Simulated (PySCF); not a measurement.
All numbers come from PBE0/[Ru def2-TZVP with ECP28, O def2-TZVP], scalar-relativistic core potentials, density fitting, no spin–orbit coupling, PySCF. Open shells, if any, are unrestricted.

Question: What spin state, shape and geometry does isolated [RuO2]+ take (every ligand bound to Ru)?

Answer: Formally Ru is in oxidation state +5, d3, with 1 unpaired electron (the high-spin count would be 3). The Mulliken spin on Ru is 0.80. The polar-tensor charge on Ru, 1.99, is far below the formal one. The lowest minimum found is a doublet of C2v symmetry with Ru–O 1.629 Å (×2); O–Ru–O 132.9°. Its harmonic wavenumbers are 284 (a1), 1014 (b2), 1092 (a1) cm⁻¹ and its dipole moment is 2.81 D about the centre of mass.

Other isomers or separated fragments may lie lower. Other spin states or occupations of the open shell can lie lower.
